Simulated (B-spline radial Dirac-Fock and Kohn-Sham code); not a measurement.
Method: relaxed Dirac-Fock hole states (ΔSCF) with Breit and QED corrections and a finite nucleus. Computed with an atomic code on a B-spline grid. Electron correlation is not included.

Q: An atom or ion in its tabulated ground configuration has these computed binding energies (the last is its least bound level). Which is it?

```tsv
level	binding energy (eV)
K	20915.0
L1	3770.2
L2	3529.4
L3	3423.2
M1	1258.2
M2	1164.2
M4,5	1012.9
```

A: Mo²²⁺: Z = 42 with 20 electrons, [Ar] 3d2. The hydrogen-like estimate √(E/Ry) = 39.2 for the K level lies 2.8 below Z (screening lowers it, relativity raises it); the outermost level, at 1012.9 eV, fixes the charge.

Q: Identify the element and charge state from the binding energies below (tabulated ground configuration; the least bound level is included).

```
level  binding energy (eV)
   M1               3344.5
   M3               2777.0
   M5               2289.7
   N1               1022.4
   N2                915.7
   N5                650.3
 N6,7                425.3
```

A: Re¹⁷⁺: Z = 75 with 58 electrons, [Kr] 4d10 4f12.
